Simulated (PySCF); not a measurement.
**Vertical excitation energies**

C6H2FN.
SMILES: `C#C[C@@H](F)C#CC#N`

The calculation used PySCF, TDDFT PBE0/def2-SVPD, vertical, gas phase, core orbitals frozen in the response. Geometry: GFN2-xTB; no solvent, vibrations or thermal averaging.

Predict the UV-vis stick spectrum at this level.

```csv
state,E (eV),E (hartree),f,"main configurations (H = HOMO, L = LUMO)"
S1,4.87,0.1789,0.0024,"H→L (54%), H-1→L (33%)"
S2,5.27,0.1936,0.0086,"H-1→L (33%), H→L+1 (24%), H→L (15%)"
S3,5.47,0.2011,0.0065,"H→L+1 (31%), H-1→L+1 (24%), H-2→L+1 (18%)"
S4,5.58,0.2051,0.0010,"H-2→L (52%), H-1→L (20%)"
S5,6.10,0.2242,0.044,"H-3→L (53%), H-1→L+1 (12%), H-2→L (10%)"
S6,6.43,0.2362,0.044,"H-2→L+1 (58%), H-1→L+1 (15%), H-2→L (8%)"
S7,6.56,0.2412,0.045,"H-3→L+1 (69%), H→L+1 (17%)"
S8,6.99,0.2567,0.0030,"H→L+2 (59%), H-3→L+2 (9%)"
```

Triplets (Tamm–Dancoff): T1 4.04 eV, H→L (27%), H-2→L (15%), H-1→L (13%); T2 4.38 eV, H→L (40%), H-1→L (33%), H-1→L+1 (11%); T3 4.52 eV, H→L+1 (37%), H-1→L+1 (25%), H-1→L (12%).

The lowest singlet comes at 255 nm (470 kJ/mol) in the ultraviolet; it is very weak; its leading configuration is HOMO→LUMO (54%). The largest oscillator strength of a single state is 0.045. Löwdin shares by element: HOMO carbon 76% or more (atoms not listed hold the other 24%); LUMO carbon 53% or more, nitrogen 18% (atoms not listed hold the other 29%). Weighted by f, the mean energy of these states is 6.25 eV. The listed states span 2.12 eV, and the widest gap between neighbours is 0.52 eV (S4 to S5). Orbital energies (eV): HOMO-3 -9.56, HOMO-2 -9.14, HOMO-1 -9.06, HOMO -8.81, LUMO -2.22, LUMO+1 -1.71, LUMO+2 -0.16. Only the lowest 8 singlets were computed, as vertical energies without vibronic structure.

Hardware: Arm Neoverse V2, one thread, no GPU (shared host). Cost: 20 s of wall time.
